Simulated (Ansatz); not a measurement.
Conformers of `NB(Cl)CO`, each relaxed with PBE0-D4/def2-TZVP in Ansatz. CBS adds the triple-zeta coupled-cluster correction to the MP2 limit.

Not all of them had a frequency check.

Conformer A:

```xyz
10

N     0.510    1.175    1.118
B     0.025    0.554   -0.023
Cl   -0.413    1.574   -1.419
C    -0.207   -1.001   -0.135
O    -0.215   -1.533   -1.444
H     0.600    2.173    1.204
H     0.795    0.659    1.933
H     0.568   -1.534    0.428
H    -1.157   -1.231    0.380
H    -0.506   -0.836   -2.042
```

Conformer B:

Cartesian coordinates in Å:
```
N 0.410 1.127 -0.930
B 0.386 0.593 0.345
Cl 0.985 1.545 1.720
C -0.155 -0.864 0.600
O -0.724 -1.469 -0.561
H 0.766 2.039 -1.156
H 0.123 0.561 -1.712
H -0.852 -0.887 1.448
H 0.682 -1.503 0.904
H -1.621 -1.142 -0.657
```

**Question.** Which is lowest in electronic energy at CCSD(T)/CBS (frozen core, def2 sets), and by how much? (Best estimate.)

**Answer.** Computed: B; A lies 6.0 kJ/mol higher.

**Question.** Give the energies relative to B (kJ/mol) with B2PLYP/def2-TZVPP, PBE/def2-TZVPP, HF/def2-TZVPP, CCSD/def2-TZVPP, MP2/def2-QZVPP, CCSD(T)/def2-QZVPP, MP2/CBS(def2). (An estimate is asked.)

**Answer.** The calculation gave: 
| level | A |
| --- | --- |
| B2PLYP/def2-TZVPP | 6.6 |
| PBE/def2-TZVPP | 4.9 |
| HF/def2-TZVPP | 7.7 |
| CCSD/def2-TZVPP | 6.9 |
| MP2/def2-QZVPP | 6.1 |
| CCSD(T)/def2-QZVPP | 6.2 |
| MP2/CBS(def2) | 6.0 |
